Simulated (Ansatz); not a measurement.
Born–Oppenheimer molecular dynamics of AlCl₂F₂H₃ (8 atoms, charge 0, multiplicity 1). It starts from a rough guess of a transition structure, not a stationary point.

These are results of UKS PBE-D4/6-31G in Ansatz, not measurements.

```json
{
  "ensemble": "NVE (velocity Verlet)",
  "time step": "0.5 fs",
  "steps asked": "150",
  "starting velocities drawn for": "100 K",
  "seed": "310021"
}
```

First frame:

```xyz
8
Properties=species:S:1:pos:R:3
Al -0.947 -0.535 -0.617
H 0.302 1.018 -0.823
Cl -0.204 -1.951 -1.837
Cl -2.722 0.257 -0.098
H 0.958 -0.003 1.323
F 0.081 -0.812 1.207
H 0.947 1.090 -0.085
F 1.585 0.937 0.929
```

What does the run give?

The run went to its last step.

```json
{"steps done": "150", "time covered": "75 fs", "mean temperature over the second half": "976 K", "spread of the potential energy over the second half": "33.1 meV per atom", "mean potential energy of the second half above the start": "-85.0 meV per atom"}
```

The conserved energy stayed within 0.36 meV per atom of its start (net change -0.24 meV per atom), so the integration is sound. The kinetic energy rose, since the run started high on the potential surface and went downhill. It ends in pieces (AlCl2F + FH + H2), so much of that is their flight and rotation, not heat. A run of 0.075 ps of so small a system gives no equilibrium averages. The orbitals were unrestricted but ended closed-shell. Limits of this set-up: no polarisation functions.

What happens to the structure?

The planned step would form Al1–F6, H5–F8, H2–H7 and break Al1–H2, H5–F6, H7–F8. These pairs go: Al1–F6 2.11 → 1.58 Å, H5–F8 1.20 → 0.98 Å, H2–H7 0.98 → 0.72 Å, Al1–H2 2.00 → 3.29 Å, H5–F6 1.20 → 1.97 Å, H7–F8 1.21 → 3.15 Å. In the last frame they stand as after the step (other bonds may differ from the relaxed reactants and products). It ends as AlCl2F + FH + H2. Pairs count as bonded within 1.25 times the sum of covalent radii (0.12 Å more for H–H). This is one draw of velocities; another would differ in detail.

How do temperature and energy run in time?


```csv
time (fs),T (K),potential energy less start (eV),conserved less start (meV/atom)
0,100,0.000,0.00
6,517,-0.324,-0.04
12,1171,-0.831,-0.06
18,1570,-1.142,-0.18
24,963,-0.671,-0.20
30,562,-0.358,0.01
36,1059,-0.744,-0.07
42,965,-0.673,-0.24
48,585,-0.375,0.05
54,587,-0.380,-0.25
60,858,-0.587,0.09
66,1464,-1.060,-0.24
72,1395,-1.004,-0.01
```

Time of the run: 17 min on 1 thread of Arm Neoverse N1 (shared host), peak memory 0.14 GiB.
